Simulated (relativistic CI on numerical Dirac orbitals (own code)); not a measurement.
One change at a time: I XVI

Base calculation: Dirac-Coulomb-Breit CI, KLI orbitals optimised for each configuration, model QED (radiative potential, 1s self-energy scaled to tabulated hydrogen-like ionisation energies), unscaled Slater integrals.

Configurations in the expansion (outside the closed core [Ar] 3d10): 4s²4p⁶4d², 4s²4p⁵4d³, 4s²4p⁶4d4f, 4s4p⁶4d³, 4s²4p⁶4d5s, 4s²4p⁵4d²4f, 4s²4p⁶4d5p, 4s4p⁶4d²4f, 4s²4p⁶4f5s, 4s²4p⁶4d5d, 4s²4p⁶4f², 4s²4p⁵4f³, 4s²4p⁶5s², 4s²4p⁵4f5s², 4s²4p⁶4f5p, 4s²4p⁵4f²5p. Double excitations out of closed p, d and f shells are left out; levels of such configurations are missing from the list, as are those of other unlisted configurations, and high levels can miss mixing partners. These lack a partner that the ground configuration has and come out too high: 4s4p⁶4d²4f.

Variants: (1) non-relativistic limit. Shifts of the energy above 4s²4p⁶4d² ³F2, in cm⁻¹, for the lowest level and the first level of each name with at least 55 % of one term (blank where a level changes its place among those of its configuration and J or its character, or is not in the variant):

```csv
Level,Base,Δ(1)
4s²4p⁶4d² ³F2,0,0
4s²4p⁶4d² ³F3,15223,-15223
4s²4p⁶4d² ³F4,28050,-28050
4s²4p⁶4d² ³P0,29775,-7224
4s²4p⁶4d² ³P1,38056,-15505
4s²4p⁶4d² ¹G4,54011,-21474
4s²4p⁶4d² ¹S0,113921,-22860
4s²4p⁵4d³ ⁵D°1,625630,-36952
4s²4p⁵4d³ ⁵D°0,629888,-41210
4s²4p⁵4d³ ⁵S°2,632252,
4s²4p⁵4d³ ⁵G°6,656470,-45605
4s²4p⁵4d³ ³G°3,661185,
4s²4p⁵4d³ ³G°4,666954,
4s²4p⁵4d³ ³P°1,676743,
4s²4p⁵4d³ ³P°0,684778,-53704
4s²4p⁵4d³ ³I°7,694269,-42683
4s²4p⁵4d³ ³F°4,699239,
4s²4p⁵4d³ ⁵P°3,707093,
```

At this charge energies of transitions that change n are usually good to better than 1 %, and those within a shell (Δn = 0) to a few per cent. Terms inside the open d or f shell come out 10 to 20 % too wide with unscaled integrals. Levels and lines within the n = 5 or 6 shells can be off by up to 10 % or somewhat more, and those that change n by about 2 %, since core polarisation is missing.

Ionisation energy from the two ground configurations alone: base 364.916 eV. The NIST ASD value (theoretical) is 365 eV.

LS names give the leading component of a level, which can be under half, so a name can repeat, a term be missing and a line seem to break the LS rules.
